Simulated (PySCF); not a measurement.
C4H7BF2.

```xyz
14

C      2.6094    -0.8433     0.6552
B      1.3231    -0.1082     0.1295
F      1.5119     1.0163    -0.5747
C     -0.1184    -0.6168     0.3841
C     -1.2630    -0.0428    -0.0313
C     -2.6627    -0.5038     0.1958
F     -1.2375     1.0906    -0.7460
H      3.2040    -0.1566     1.2843
H      2.4038    -1.7559     1.2336
H      3.2620    -1.1093    -0.1959
H     -0.2558    -1.5372     0.9595
H     -2.6900    -1.4321     0.7798
H     -3.2341     0.2768     0.7255
H     -3.1661    -0.6672    -0.7718
```
Charge 0, spin multiplicity 1.

Coordinates come from a B3LYP-D3(BJ)/def2-SVP optimisation. The structure was generated by enumeration; whether it is a known compound was not checked. Other conformers were not sampled.

All values below come from PBE0/pcSseg-1 (PySCF). Non-relativistic, no solvent.

Task: Give the absolute GIAO shielding of each atom: isotropic value and principal components (ppm). (The exact figures need the calculation; the answer reports its results.)

Result: 
```json
[
 {"atom": "C1", "σ(iso)": "178.0", "σ11": "168.3", "σ22": "174.0", "σ33": "191.7", "span": "23.4"},
 {"atom": "B2", "σ(iso)": "50.9", "σ11": "-1.4", "σ22": "68.6", "σ33": "85.3", "span": "86.7"},
 {"atom": "F3", "σ(iso)": "208.0", "σ11": "24.9", "σ22": "120.7", "σ33": "478.4", "span": "453.5"},
 {"atom": "C4", "σ(iso)": "76.7", "σ11": "-31.1", "σ22": "114.4", "σ33": "146.9", "span": "178.0"},
 {"atom": "C5", "σ(iso)": "-1.4", "σ11": "-113.9", "σ22": "42.6", "σ33": "67.2", "span": "181.2"},
 {"atom": "C6", "σ(iso)": "160.8", "σ11": "142.3", "σ22": "152.6", "σ33": "187.6", "span": "45.3"},
 {"atom": "F7", "σ(iso)": "220.1", "σ11": "59.2", "σ22": "212.4", "σ33": "388.7", "span": "329.5"},
 {"atom": "H8", "σ(iso)": "30.7", "σ11": "27.2", "σ22": "28.5", "σ33": "36.5", "span": "9.3"},
 {"atom": "H9", "σ(iso)": "30.8", "σ11": "27.0", "σ22": "29.7", "σ33": "35.8", "span": "8.8"},
 {"atom": "H10", "σ(iso)": "30.7", "σ11": "27.2", "σ22": "28.5", "σ33": "36.5", "span": "9.3"},
 {"atom": "H11", "σ(iso)": "26.4", "σ11": "23.3", "σ22": "24.7", "σ33": "31.2", "span": "7.9"},
 {"atom": "H12", "σ(iso)": "29.6", "σ11": "25.6", "σ22": "28.9", "σ33": "34.1", "span": "8.5"},
 {"atom": "H13", "σ(iso)": "29.1", "σ11": "25.7", "σ22": "27.0", "σ33": "34.5", "span": "8.8"},
 {"atom": "H14", "σ(iso)": "29.1", "σ11": "25.7", "σ22": "27.0", "σ33": "34.5", "span": "8.8"}
]
```
